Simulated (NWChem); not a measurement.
System: CH$_{4}$N$_{2}$S anion, doublet; SMILES of the neutral closed-shell parent NC(N)=S

Input file for NWChem:

```
start job
memory heap 200 mb stack 900 mb global 1100 mb
charge -1
geometry units angstroms noautoz
  N      1.179117    -1.067662    -0.073348
  C     -0.008311    -0.319288     0.222118
  N     -1.161429    -1.135939    -0.007068
  S     -0.003534     1.407746    -0.058579
  H      1.278231    -1.872050     0.547106
  H      1.992828    -0.467975     0.009540
  H     -1.173896    -1.485997    -0.981781
  H     -1.990828    -0.560955     0.109868
end
basis spherical
  * library 6-31g*
end
dft
  odft
  mult 2
  xc scan
  grid xfine
  iterations 150
  mulliken
end
task dft gradient
```

Output (shortened):

```
             Northwest Computational Chemistry Package (NWChem) 7.3.0
             --------------------------------------------------------

 C1  symmetry detected

                             Geometry "geometry" -> ""
                             -------------------------

 Output coordinates in angstroms (scale by  1.889725989 to convert to a.u.)

  No.       Tag          Charge          X              Y              Z
 ---- ---------------- ---------- -------------- -------------- --------------
    1 N                    7.0000     1.17950466    -1.08136323    -0.09487434
    2 C                    6.0000    -0.00728257    -0.34341622     0.22811070
    3 N                    7.0000    -1.15980141    -1.16058544    -0.00223900
    4 S                   16.0000    -0.01266713     1.38842018    -0.02123596
    5 H                    1.0000     1.28915652    -1.89642900     0.50966768
    6 H                    1.0000     1.99176447    -0.47988764    -0.01072191
    7 H                    1.0000    -1.18245300    -1.49299351    -0.98292918
    8 H                    1.0000    -1.99002117    -0.59127470     0.13488788

 Effective nuclear repulsion energy (a.u.)     152.2119007127

                                 NWChem DFT Module
                                 -----------------

 Summary of "ao basis" -> "ao basis" (spherical)
 ------------------------------------------------------------------------------
       Tag                 Description            Shells   Functions and Types
 ---------------- ------------------------------  ------  ---------------------
 N                           6-31g*                  6       14   3s2p1d
 C                           6-31g*                  6       14   3s2p1d
 S                           6-31g*                  8       18   4s3p1d
 H                           6-31g*                  2        2   2s

            General Information
            -------------------
          SCF calculation type: DFT
          Wavefunction type:  spin polarized.
          No. of atoms     :     8
          No. of electrons :    41
           Alpha electrons :    21
            Beta electrons :    20
          Charge           :    -1
          Spin multiplicity:     2
          Use of symmetry is: off; symmetry adaption is: off
          Maximum number of iterations: 150
          AO basis - number of functions:    68
                     number of shells:    34
          Convergence on energy requested:  1.00D-06
          Convergence on density requested:  1.00D-05
          Convergence on gradient requested:  5.00D-04

              XC Information
              --------------
                         SCAN Method XC Functional
                  SCAN metaGGA Exchange Functional  1.000
                        SCAN Correlation Potential  1.000

             Grid Information
             ----------------
          Grid used for XC integration:  xfine
          Radial quadrature: Mura-Knowles
          Angular quadrature: Lebedev.
          Tag              B.-S. Rad. Rad. Pts. Rad. Cut. Ang. Pts.
          ---              ---------- --------- --------- ---------
          N                   0.65      100          10.0      1454
          C                   0.70      100           8.0      1454
          S                   1.00      125          10.0      1454
          H                   0.35      100          11.0      1202
          Grid pruning is: on
          Number of quadrature shells:   825
          Spatial weights used:  Erf1

      Superposition of Atomic Density Guess
      -------------------------------------

 Sum of atomic energies:        -545.69634175

 Renormalizing density from      40.00 to     41

      Non-variational initial energy
      ------------------------------

 Total energy =    -555.828011
 1-e energy   =   -1078.206913
 2-e energy   =     370.167001
 HOMO         =       0.277467
 LUMO         =       0.359993

     ---------------------------------------------
      Total Density - Mulliken Population Analysis
     ---------------------------------------------

    Atom       Charge   Shell Charges
 -----------   ------   -------------------------------------------------------
    1 N    7     7.80   2.00  0.78  2.31  0.85  1.83  0.03
    2 C    6     5.53   2.00  0.63  1.43  0.55  0.87  0.06
    3 N    7     7.83   2.00  0.79  2.31  0.85  1.86  0.03
    4 S   16    16.92   2.00  2.00  5.96  1.19  2.71  0.69  2.36  0.02
    5 H    1     0.71   0.44  0.26
    6 H    1     0.69   0.44  0.25
    7 H    1     0.81   0.44  0.37
    8 H    1     0.70   0.44  0.26

     --------------------------------------------
      Spin Density - Mulliken Population Analysis
     --------------------------------------------

    Atom       Charge   Shell Charges
 -----------   ------   -------------------------------------------------------
    1 N    7     0.07   0.00 -0.00  0.04  0.00  0.02  0.00
    2 C    6     0.59   0.00  0.01  0.25  0.06  0.27  0.00
    3 N    7     0.02   0.00  0.02  0.01 -0.01  0.00  0.00
    4 S   16     0.14   0.00  0.00  0.00  0.00  0.06 -0.00  0.07  0.01
    5 H    1     0.01   0.01  0.00
    6 H    1     0.00   0.00  0.00
    7 H    1     0.15   0.02  0.13
    8 H    1     0.01  -0.00  0.01

   convergence    iter        energy       DeltaE   RMS-Dens  Diis-err
 ---------------- ----- ----------------- --------- --------- ---------
 d= 0,ls=0.0,diis     1   -547.9807725414 -7.00D+02  2.14D-02  2.54D-01
                                                     1.38D-02  2.16D-01
 d= 0,ls=0.0,diis     2   -547.8343647385  1.46D-01  1.18D-02  5.21D-01
                                                     1.05D-02  5.39D-01
 d= 0,ls=0.0,diis     3   -548.1031001629 -2.69D-01  3.89D-03  2.59D-02
                                                     3.52D-03  2.20D-02
 d= 0,ls=0.0,diis     4   -548.1156919355 -1.26D-02  1.58D-03  3.18D-03
                                                     1.36D-03  3.68D-03
 d= 0,ls=0.0,diis     5   -548.1181938830 -2.50D-03  2.88D-04  1.84D-04
                                                     2.34D-04  2.02D-04
  Resetting Diis
 d= 0,ls=0.0,diis     6   -548.1182983453 -1.04D-04  1.20D-04  7.21D-05
                                                     6.28D-05  4.47D-05
 d= 0,ls=0.0,diis     7   -548.1183263884 -2.80D-05  5.97D-05  2.23D-06
                                                     3.86D-05  3.86D-06
 d= 0,ls=0.0,diis     8   -548.1183273058 -9.17D-07  2.31D-05  4.48D-06
                                                     1.74D-05  3.48D-06
 d= 0,ls=0.0,diis     9   -548.1183290240 -1.72D-06  1.45D-05  2.03D-07
                                                     1.05D-05  2.87D-07
 d= 0,ls=0.0,diis    10   -548.1183292020 -1.78D-07  9.98D-06  6.44D-08
                                                     8.45D-06  8.63D-08

         Total DFT energy =     -548.118329201954
      One electron energy =    -1064.634731773208
           Coulomb energy =      410.979142196854
    Exchange-Corr. energy =      -46.674640338277
 Nuclear repulsion energy =      152.211900712678

 Numeric. integr. density =       41.000000038412

                    DFT Final Alpha Molecular Orbital Analysis
                    ------------------------------------------

 Vector   19  Occ=1.000000D+00  E= 1.507271D-02
              MO Center=  2.2D-04,  6.3D-01,  3.9D-02, r^2= 2.9D+00
   Bfn.  Coefficient  Atom+Function         Bfn.  Coefficient  Atom+Function
  ----- ------------  ---------------      ----- ------------  ---------------
    51      0.463417  4 S  pz                55      0.324939  4 S  pz
     6      0.217940  1 N  s                 49     -0.204116  4 S  px
    19      0.198479  2 C  pz                47     -0.182989  4 S  pz
     5     -0.178509  1 N  pz                34     -0.168768  3 N  s
    23      0.164268  2 C  pz                50      0.160879  4 S  py

 Vector   20  Occ=1.000000D+00  E= 4.206509D-02
              MO Center= -5.9D-02,  1.1D+00, -6.4D-03, r^2= 2.3D+00
   Bfn.  Coefficient  Atom+Function         Bfn.  Coefficient  Atom+Function
  ----- ------------  ---------------      ----- ------------  ---------------
    49      0.585001  4 S  px                53      0.442419  4 S  px
    45     -0.230024  4 S  px                32      0.175137  3 N  py
    36      0.172144  3 N  py                51      0.172894  4 S  pz
    55      0.131868  4 S  pz                 6     -0.100633  1 N  s
    34      0.086374  3 N  s                  4     -0.081923  1 N  py

 Vector   21  Occ=1.000000D+00  E= 1.206519D-01
              MO Center= -2.5D-02,  3.5D-02,  8.6D-02, r^2= 3.1D+00
   Bfn.  Coefficient  Atom+Function         Bfn.  Coefficient  Atom+Function
  ----- ------------  ---------------      ----- ------------  ---------------
    19      0.465762  2 C  pz                23      0.458172  2 C  pz
    55     -0.379836  4 S  pz                51     -0.369797  4 S  pz
    66      0.362087  7 H  s                 34     -0.358869  3 N  s
    20      0.280863  2 C  s                  9     -0.228480  1 N  pz
     5     -0.186172  1 N  pz                47      0.142686  4 S  pz

[...]

                         DFT ENERGY GRADIENTS

    atom               coordinates                        gradient
                 x          y          z           x          y          z
   1 N       2.228941  -2.043480  -0.179287   -0.000692   0.005400   0.010136
   2 C      -0.013762  -0.648963   0.431067    0.002581  -0.006414  -0.006851
   3 N      -2.191707  -2.193188  -0.004231   -0.001762   0.010813  -0.003014
   4 S      -0.023937   2.623734  -0.040130   -0.001188  -0.002071   0.001644
   5 H       2.436153  -3.583731   0.963132    0.000300  -0.000471  -0.003472
   6 H       3.763889  -0.906856  -0.020261    0.001495  -0.001807  -0.002673
   7 H      -2.234512  -2.821349  -1.857467    0.000746  -0.002266   0.003239
   8 H      -3.760595  -1.117347   0.254901   -0.001480  -0.003184   0.000990
```

Level: SCAN/6-31G* (spherical d), spin-unrestricted. Sets without diffuse functions describe the anion's extra electron poorly. The geometry was optimised at B3LYP/def2-SVPD, spin-unrestricted. Not confirmed as a minimum by frequencies. The spin multiplicity was typed, not searched, and may not be the lowest. No stability test was run on the SCF state. The highest occupied level is positive, so the extra electron may be held by the finite basis.
